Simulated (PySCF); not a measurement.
Delta-SCF ions had no search for a lower state. Excitations are Tamm–Dancoff values on a coarser integration grid. The basis has no diffuse functions, so Rydberg states are missing or too high.

Cartesian coordinates (Å):
SMILES: [H]/B=B/O
```xyz
5

B      1.3033     0.0003     0.0457
B     -0.1994    -0.1587     0.0336
O     -1.4988    -0.3856     0.0462
H      2.4595     0.1752     0.0417
H     -2.0647     0.3688    -0.1673
```
Charge 0, multiplicity 1.

Task: Give the HOMO–LUMO gap, HOMO, T1 excitation (TDA), total energy, S1 excitation (TDA), vertical ionisation energy (Delta-SCF), LUMO and S1–T1 gap (TDA) at the level TPSSh-D3(BJ)/def2-TZVP // B3LYP-D3(BJ)/def2-TZVP (PySCF).

Result: 
| Item | Result |
|---|---|
| HOMO–LUMO gap | 1.01 eV |
| HOMO | -4.57 eV |
| T1 excitation (TDA) | 3.69 eV |
| total energy | -126.0820 Ha |
| S1 excitation (TDA) | 0.21 eV |
| vertical ionisation energy (Delta-SCF) | 7.36 eV |
| LUMO | -3.56 eV |
| S1–T1 gap (TDA) | -3.47 eV |
